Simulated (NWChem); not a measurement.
C2H4BNO2; SMILES OB1COC=N1

```xyz
10

O     -0.0348     2.1413     0.0000
B     -0.0444     0.7911     0.0000
C      1.1769    -0.2441     0.0000
O      0.4810    -1.5025     0.0000
C     -0.8261    -1.2144     0.0000
N     -1.2508    -0.0098     0.0000
H      0.8465     2.5244     0.0000
H      1.8280    -0.2112     0.8891
H      1.8280    -0.2112    -0.8891
H     -1.4524    -2.1176     0.0000
```
Atoms are numbered in this order, from 1.

Level: PBE0/def2-SVP (NWChem), optimised geometry, unscaled harmonic frequencies. 

| frequency (cm⁻¹) | IR intensity (km/mol) |
|---|---|
| 179 | 0.1 |
| 362 | 1.2 |
| 370 | 6.1 |
| 494 | 89.6 |
| 579 | 31.9 |
| 587 | 1.1 |
| 810 | 6.7 |
| 856 | 30.1 |
| 872 | 3.4 |
| 955 | 156.0 |
| 996 | 41.5 |
| 1017 | 0.6 |
| 1114 | 37.5 |
| 1203 | 5.6 |
| 1266 | 201.9 |
| 1281 | 27.6 |
| 1373 | 23.9 |
| 1432 | 31.6 |
| 1496 | 509.4 |
| 1690 | 238.4 |
| 3080 | 6.2 |
| 3137 | 5.1 |
| 3186 | 19.3 |
| 3934 | 103.3 |

```
Property                                                                            Value
-----------------------------------------------------------------------  ----------------
zero-point energy                                                           46.1 kcal/mol
thermal correction to the enthalpy at 298.15 K (with zero-point energy)     49.9 kcal/mol
heat capacity Cv                                                         18.3 cal/(mol K)
entropy at 298.15 K and 1 atm (symmetry number 1)                        72.3 cal/(mol K)
dipole moment                                                                      3.31 D
```

Rigid rotor and harmonic oscillator.
